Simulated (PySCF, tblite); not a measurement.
Isomers of C6H10O. Method: GFN2-xTB as coded in tblite; computed harmonic values from a numerical Hessian at the method's own geometry, unscaled. Errors from tens to a few hundred cm⁻¹ against measured bands are possible. One conformer each.

Electronic energies: PBE0/pcSseg-1 single points on the GFN2-xTB geometries (PySCF, gas phase).

| SMILES | electronic energy, lowest = 0 (kJ/mol) |
| --- | --- |
| O[C@@]12CCC[C@@H]1C2 | 8.5 |
| C=CC(=O)C(C)C | 0.0 |
| C=C1CC(CO)C1 | 93.6 |

How do GFN2-xTB zero-point energies change the relative energies?

| SMILES | ZPE (kJ/mol) | of it from modes above 1550 cm⁻¹ | electronic (kJ/mol) | with ZPE, lowest = 0 (kJ/mol) | lowest mode (cm⁻¹) | rings |
| --- | --- | --- | --- | --- | --- | --- |
| C=CC(=O)C(C)C | 376.5 | 202.5 | 0.0 | 0.0 | 39 | 0 |
| O[C@@]12CCC[C@@H]1C2 | 387.8 | 183.7 | 8.5 | 19.7 | 192 | 2 |
| C=C1CC(CO)C1 | 380.2 | 193.1 | 93.6 | 97.3 | 44 | 1 |

The zero-point energies span 11.3 kJ/mol, from `C=CC(=O)C(C)C` to `O[C@@]12CCC[C@@H]1C2`. The order is unchanged.

And how do the electronic energies of GFN2-xTB itself compare?

`C=CC(=O)C(C)C` 78.0; `O[C@@]12CCC[C@@H]1C2` 0.0; `C=C1CC(CO)C1` 92.8 kJ/mol, lowest = 0. Against the energies above, taken from the same isomer `C=CC(=O)C(C)C`, the largest difference is 86.5 kJ/mol.

What do entropy and thermal enthalpy add at 298.15 K and 1 bar (rigid rotor, harmonic oscillator, one conformer each)?

| SMILES | point group | symmetry number | S (J/(mol K)) | H − H(0) (kJ/mol) | ZPE + H − H(0) − TS (kJ/mol) |
| --- | --- | --- | --- | --- | --- |
| C=CC(=O)C(C)C | C1 | 1 | 380.1 | 25.30 | 288.5 |
| O[C@@]12CCC[C@@H]1C2 | C1 | 1 | 327.8 | 19.43 | 309.5 |
| C=C1CC(CO)C1 | C1 | 1 | 358.1 | 22.29 | 295.7 |
